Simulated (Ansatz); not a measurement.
Born–Oppenheimer molecular dynamics of Br + H2Se (4 atoms, charge -1, multiplicity 1). It starts from a relaxed structure.

These are results of Ansatz, RKS PBE-D4/def2-SVP, not measurements.

```json
{
  "ensemble": "NVT, Nosé–Hoover chain",
  "time step": "0.5 fs",
  "steps asked": "100",
  "set temperature": "300 K",
  "thermostat": "time constant 100 fs, chain length 3 (defaults)",
  "seed": "365562"
}
```

First frame:

```xyz
4
Properties=species:S:1:pos:R:3
Br -0.475 -0.817 -2.475
Se 0.248 0.612 0.202
H 0.469 0.934 1.700
H -0.242 -0.729 0.573
```

Question: What does the run give?

Answer: The run went to its last step.

```
steps done                                               : 100
time covered                                             : 50 fs
mean temperature over the second half                    : 126 K
spread of the potential energy over the second half      : 2.6 meV per atom
mean potential energy of the second half above the start : 11.8 meV per atom
```

The conserved energy stayed within 0.08 meV per atom of its start (net change 0.034 meV per atom), so the integration is sound. The mean temperature of the second half is 58 % below the set value. A run of 0.05 ps of so small a system gives no equilibrium averages. Limits of this set-up: an anion without diffuse functions, the dipole of an ion depends on the origin.

Question: What happens to the structure?

Answer: The same pairs are bonded in the first frame and the last. Pairs count as bonded within 1.25 times the sum of covalent radii (0.12 Å more for H–H). Another seed would give other details.

Question: How do temperature and energy run in time?

Answer: 
```
time (fs)  T (K)  potential energy less start (eV)  conserved less start (meV/atom)
      0.0    300                             0.000                             0.00
      4.0    204                             0.025                             0.06
      8.0    192                             0.028                             0.03
     12.0    141                             0.041                             0.04
     16.0    116                             0.048                             0.05
     20.0    135                             0.043                             0.01
     24.0     30                             0.071                             0.07
     28.0    118                             0.048                             0.01
     32.0     88                             0.056                             0.06
     36.0    146                             0.042                             0.03
     40.0    126                             0.047                             0.04
     44.0    115                             0.051                             0.06
     48.0    203                             0.029                             0.00
```

The run took 95 s on 1 thread of Arm Neoverse V2 (shared host), peak memory 0.11 GiB.
